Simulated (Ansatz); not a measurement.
Reaction (substitution at a C–C bond): `C=CCCCCCC` + `O[SiH3]` → `CCCO[SiH3]` + `C=CCCC`

Program: Ansatz. Geometries: PBE0-D4/def2-TZVP. ΔE: electronic, gas phase. CCSD(T)/CBS is the MP2 limit (def2-TZVPP, def2-QZVPP) plus CCSD(T) − MP2 in def2-TZVPP, frozen cores. DFT in def2-TZVPP. One conformer a species, not always the lowest.

`C=CCCCCCC`:

Z-matrix (Å, degrees):
```
C
C 1 1.492
C 1 1.531 2 113.7
H 1 1.096 2 109.1 3 122.1
H 1 1.094 2 109.2 3 -121.9
C 2 1.326 1 124.8 3 114.3
H 2 1.089 1 116.6 3 -65.3
C 3 1.523 1 115.3 2 58.0
H 3 1.096 1 108.3 2 -179.6
H 3 1.095 1 108.5 2 -64.4
H 6 1.084 2 121.8 1 -179.6
H 6 1.086 2 121.3 1 0.7
C 8 1.520 3 114.5 1 59.6
H 8 1.096 3 109.8 1 -63.8
H 8 1.096 3 108.4 1 -178.7
C 13 1.520 8 113.1 3 175.7
H 13 1.098 8 109.4 3 53.7
H 13 1.096 8 110.1 3 -62.3
C 16 1.519 13 113.1 8 179.7
H 16 1.096 13 109.2 8 -58.0
H 16 1.096 13 109.1 8 57.4
H 19 1.094 16 111.1 13 59.7
H 19 1.094 16 111.1 13 -59.8
H 19 1.092 16 111.7 13 180.0
```

`O[SiH3]`:

Z-matrix (Å, degrees):
```
Si
O 1 1.648
H 1 1.489 2 111.7
H 1 1.489 2 111.7 3 120.9
H 1 1.481 2 105.9 3 -119.6
H 2 0.957 1 117.9 3 -60.5
```

`CCCO[SiH3]`:

Cartesian coordinates in Å:
```
C 1.280 -2.039 -0.241
C -0.044 -1.297 -0.218
C 0.140 0.180 0.042
O -1.119 0.823 0.056
Si -1.281 2.437 0.306
H 1.940 -1.653 -1.024
H 1.132 -3.104 -0.431
H 1.807 -1.944 0.712
H -0.700 -1.707 0.556
H -0.569 -1.419 -1.170
H 0.780 0.620 -0.737
H 0.650 0.329 1.005
H -2.731 2.730 0.252
H -0.725 2.829 1.633
H -0.558 3.214 -0.740
```

`C=CCCC`:

Cartesian coordinates in Å:
```
C 0.083 0.614 -2.575
C -0.079 0.971 -1.309
C -0.533 0.069 -0.211
C 0.496 -0.069 0.907
C 0.010 -0.950 2.044
H 0.426 1.316 -3.325
H -0.125 -0.399 -2.907
H 0.145 1.997 -1.019
H -1.464 0.461 0.219
H -0.770 -0.919 -0.620
H 0.746 0.927 1.291
H 1.423 -0.474 0.488
H 0.761 -1.038 2.832
H -0.219 -1.959 1.689
H -0.900 -0.546 2.495
```

CCSD(T)/CBS gives +39.9 kJ/mol.

(1) Another level gave +35.4 kJ/mol. Which?
A. MP2/def2-TZVPP
B. ωB97M-V/def2-TZVPP
C. HF/def2-TZVPP
D. B2PLYP/def2-TZVPP

Largest T1 diagnostic among the species: 0.011.

## Answers

(1) B. ωB97M-V 35.4, B2PLYP 29.6, MP2/def2-TZVPP 44.6, HF/def2-TZVPP 18.7 kJ/mol.

In def2-TZVPP, CCSD(T) changes the Hartree–Fock value by +19.4 kJ/mol (the triples alone add +1.7 kJ/mol) and MP2 by +25.9 kJ/mol. The D4 term adds +6.5 kJ/mol with B3LYP and +4.1 kJ/mol with PBE0; it sums over pairs of atoms, weighted by their polarisabilities, and B3LYP, whose exchange is more repulsive, gets the larger term.

B3LYP here is the variant with VWN-RPA as its local correlation; programs differ in this.
